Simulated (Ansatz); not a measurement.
Pb3S8. Total charge 0; triplet. Geometry PBE-D4/def2-SVP; atoms count from 1.

Cartesian coordinates in Å:
```
Pb -0.7077 -1.3340 0.6078
Pb -0.8766 2.0244 -1.0934
Pb 2.4956 0.1935 -1.5873
S 1.6851 2.1178 0.2717
S -3.9930 -0.2511 -0.7302
S 1.1845 0.8253 1.9152
S 2.8686 -0.4059 2.0303
S -2.0181 1.0126 1.0290
S -0.0787 -0.4658 -1.9193
S 2.6251 -1.6793 0.3940
S -3.1848 -2.0376 -0.9180
```

In the def2 sets Pb takes a core potential; there is no spin–orbit coupling. At PBE0-D4/def2-SVP a singlet of charge 0 lies 0.71 eV below the triplet, each at its own geometry. The structure comes from a short search, and lower isomers may exist.

(1) Estimate the Mulliken populations from the PBE0/def2-SVP orbitals of Ansatz.

(2) Where does the spin sit?

(3) And the Mayer bond orders between bonded heavy atoms (over 0.3)?

Answers

(1) 
```tsv
atom	charge (e)	spin (α − β)
Pb1	0.67	0.04
Pb2	0.57	-0.01
Pb3	0.59	0.01
S4	-0.32	0.01
S5	0.01	0.99
S6	-0.03	0.01
S7	0.00	0.01
S8	-0.48	0.33
S9	-0.56	0.01
S10	-0.32	0.01
S11	-0.15	0.60
```
Mulliken values and Mayer orders depend strongly on the basis.

(2) Summed by element: Pb 0.03, S 1.97, of 2 unpaired in all. Largest on single atoms: S5 0.99, S11 0.60, S8 0.33.

(3) Pb1–S8 0.71 (2.72 Å); Pb1–S9 0.64 (2.75 Å); Pb1–S11 0.32 (2.99 Å); Pb2–S4 0.43 (2.90 Å); Pb2–S8 0.92 (2.61 Å); Pb2–S9 0.66 (2.74 Å); Pb3–S4 0.57 (2.80 Å); Pb3–S9 0.76 (2.68 Å); Pb3–S10 0.70 (2.73 Å); S4–S6 0.94 (2.15 Å); S5–S11 1.62 (1.97 Å); S6–S7 1.03 (2.09 Å); S7–S10 1.04 (2.09 Å). Values over 0.3 also appear between atoms too far apart for a bond (S5–S8 0.31 at 2.93 Å); they arise where an orbital or an unpaired electron spreads over both atoms.
